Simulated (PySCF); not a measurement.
1-butanol (C₄H₁₀O), SMILES CCCCO.

The structure is a stationary point at PBE0-D3(BJ)/def2-SVP. The values are those of a single conformer.

Level of theory: PySCF with ωB97X/def2-TZVP.

```json
{
  "total_energy": "-233.69571 hartree",
  "point_group": "Cs",
  "highest_occupied_level": "-10.29 eV",
  "lowest_empty_level": "3.20 eV",
  "orbital_gap": "13.49 eV",
  "dipole_moment": "1.56 D",
  "quadrupole, principal values (traceless, Buckingham form, about the centre of nuclear charge)": "-6.32, -0.95, 7.27 D·Å",
  "mean_static_polarisability": "54.6 bohr³ (8.09 Å³)",
  "polarisability_principal_values": "48.8, 52.0, 62.9 bohr³"
}
```
